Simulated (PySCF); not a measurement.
CH9FOSi3.
Cartesian coordinates in Å at the GFN2-xTB level; atoms count from 1:
```
atom  x, y, z in Å
C1    -1.9201    0.3905    0.9453
Si2   -1.7223   -0.6304   -0.6408
O3    -0.1760   -0.5380   -1.1371
Si4    1.4334   -0.5446   -1.0069
F5     1.8275   -2.0805   -0.6917
Si6    2.1244    0.7729    0.7387
H7    -1.6244    1.4255    0.7919
H8    -2.9520    0.3912    1.2825
H9    -1.3101   -0.0046    1.7542
H10   -2.4684   -0.0670   -1.7654
H11   -2.0210   -2.0434   -0.4087
H12    1.8966   -0.3686   -2.3766
H13    1.8804    0.1889    2.0663
H14    3.5667    1.0320    0.6572
H15    1.4608    2.0841    0.7467
```

The calculation used TDDFT CAM-B3LYP/def2-SVPD, vertical, gas phase, core orbitals frozen in the response (PySCF).

Frontier orbitals with the atoms that hold most of them (Löwdin shares over 4%, at most four atoms; ? is withheld):

```csv
orbital,ε (eV),atoms
HOMO-3,-11.47,"Si6 40%, H14 25%, H13 21%, Si4 5%"
HOMO-2,-10.65,"C1 22%, Si2 19%, H10 13%, Si6 9%"
HOMO-1,-10.37,"O3 27%, Si2 25%, H11 22%, H10 8%"
HOMO,-9.57,?
LUMO,0.50,?
LUMO+1,0.80,"Si6 28%, Si4 24%, H15 8%, F5 8%"
LUMO+2,1.00,"Si6 27%, Si2 14%, C1 11%, Si4 8%"
```

(1) Give the leading atoms of the LUMO.

(2) Which atoms hold the HOMO, and with what shares?

(3) How does S1 compare with the orbital gap of 10.07 eV?

(4) Give energy, strength and leading configuration of S1 and S2, and follow the Löwdin shares of the leading atoms from the occupied to the empty orbital.

Answers

(1) Si6 (bonded to Si and 3 H) 31%; Si4 (bonded to F, O, Si and H) 30%; H13 (bonded to Si) 10%; H12 (bonded to Si) 10%. By element: silicon 61% or more, hydrogen 20% or more.

(2) O3 (bonded to 2 Si) 23%; Si6 (bonded to Si and 3 H) 19%; Si4 (bonded to F, O, Si and H) 18%; H12 (bonded to Si) 9%. By element: silicon 37% or more, oxygen 23%, hydrogen 9% or more.

(3) S1 is at 6.71 eV (f = 0.031), 3.35 eV below the gap, made of HOMO→LUMO (85%). 

(4) 
- S1 (6.71 eV, f 0.031), HOMO→LUMO (85%): O3 23% → at most 10%, Si6 19% → 31%, Si4 18% → 30%
- S2 (6.99 eV, f 0.036), HOMO→LUMO+1 (82%): O3 23% → at most 9%, Si6 19% → 28%, Si4 18% → 24%

Time: 86 s wall; peak memory 0.96 GiB. Hardware: an Intel Xeon at 2.70 GHz with one thread, shared host.

One conformer stands for the species.
